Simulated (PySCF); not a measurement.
## Radial density of Al²⁺ (aluminium, charge +2)

B3LYP, [Ne] 3d1, 2D determinant (an excited configuration). Calculation: PySCF 2.14, in aug-cc-pVTZ-DK; scalar relativity by spin-free X2C-1e.

| r (bohr) | 4πr²ρ (e/bohr) | 4πr²(ρα − ρβ) |
| --- | --- | --- |
| 0.00168 | 0.05556 | 0.0000 |
| 0.00283 | 0.1464 | 0.0000 |
| 0.00475 | 0.3815 | 0.0000 |
| 0.00800 | 0.9671 | 0.0000 |
| 0.0135 | 2.329 | 0.0000 |
| 0.0226 | 5.119 | 0.0000 |
| 0.0381 | 9.630 | 0.0001 |
| 0.0640 | 13.96 | 0.0001 |
| 0.108 | 13.48 | 0.0002 |
| 0.181 | 8.968 | 0.0006 |
| 0.305 | 10.26 | 0.0014 |
| 0.512 | 12.27 | 0.0015 |
| 0.862 | 5.310 | 0.0089 |
| 1.45 | 0.6089 | 0.1015 |
| 2.44 | 0.3461 | 0.3402 |
| 4.10 | 0.2091 | 0.2090 |
| 6.90 | 0.01146 | 0.0115 |
| 11.6 | 8.174e-05 | 0.0001 |

Densities and radii are taken from the X2C orbitals without a picture-change correction, which distorts them close to the nucleus.

The outer electron is Rydberg-like, and this basis confines it to a smaller radius and binds it less than a complete one would.
